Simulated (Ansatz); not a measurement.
Abridged output of a molecular run in Ansatz:

```
Functional definition: HF
1471 factors; integrals over basis functions are off by at most 1.0e-3 eV
mean field evaluation 1: about -16358.8811 eV, gradient 3.3e1 eV
mean field evaluation 2: about -16359.1203 eV, gradient 3.3e1 eV
mean field evaluation 4: about -16362.4242 eV, gradient 4.6e0 eV
mean field evaluation 8: about -16362.5113 eV, gradient 4.0e-1 eV
mean field evaluation 16: about -16362.5127 eV, gradient 2.0e-6 eV
mean field -16362.51274712 eV, -601.3112525472 hartree, gradient 2.0e-6 eV, S^2 0.000000; 0 other end points of the search recorded, 0 dependent functions left out; unrestricted orbitals would lower it
9 core orbitals not correlated: weight in the atoms' cores, before any rotation towards them, 1.000 or more for the frozen orbitals, at most 0.000 for the correlated occupied ones
reference -16362.51274712 eV, -601.3112525472 hartree; 14, 14 occupied and 227, 227 virtual orbitals, 1471 factors
second order -21.41947779 eV of doubles, -0.00000000 eV of singles
cycle   1  -22.12394938 eV  change   -7.0e-1 eV  update   1.0e-1
cycle   2  -22.68419535 eV  change   -5.6e-1 eV  update   3.0e-2
cycle   3  -22.79902868 eV  change   -1.1e-1 eV  update   1.5e-2
cycle   4  -22.79171802 eV  change    7.3e-3 eV  update   3.6e-3
cycle   5  -22.79123315 eV  change    4.8e-4 eV  update   1.9e-3
cycle   6  -22.79141132 eV  change   -1.8e-4 eV  update   6.3e-4
cycle   7  -22.79122445 eV  change    1.9e-4 eV  update   3.2e-4
cycle   8  -22.79118424 eV  change    4.0e-5 eV  update   1.3e-4
cycle   9  -22.79119219 eV  change   -8.0e-6 eV  update   4.1e-5
cycle  10  -22.79117685 eV  change    1.5e-5 eV  update   1.5e-5
perturbative correction -1.03430650 eV, -0.0380100628 hartree
Total energy: -16386.33823047 eV, -602.1868229108 hartree
```

Its atoms:

Z-matrix (Å, degrees):
```
C
C 1 1.499
H 1 1.094 2 111.2
H 1 1.089 2 111.0 3 120.7
H 1 1.094 2 111.2 3 -118.6
C 2 1.343 1 121.9 3 60.0
B 2 1.532 1 124.1 3 -120.0
Cl 6 1.714 2 124.1 1 0.0
H 6 1.082 2 123.0 1 -180.0
H 7 1.197 2 119.5 1 179.9
H 7 1.197 2 120.9 1 -0.1
```

**Question.** Which basis set was used?
A. cc-pV(D+d)Z
B. def2-TZVPP
C. def2-SVPD
D. cc-pV(Q+d)Z

**Answer.** B. It gives 250 functions.

**Question.** Write the keys of the input that set method, charge and spin (a neutral closed shell needs none for the last two).

**Answer.** 
```yaml
correlation: {method: ccsd_t}
```
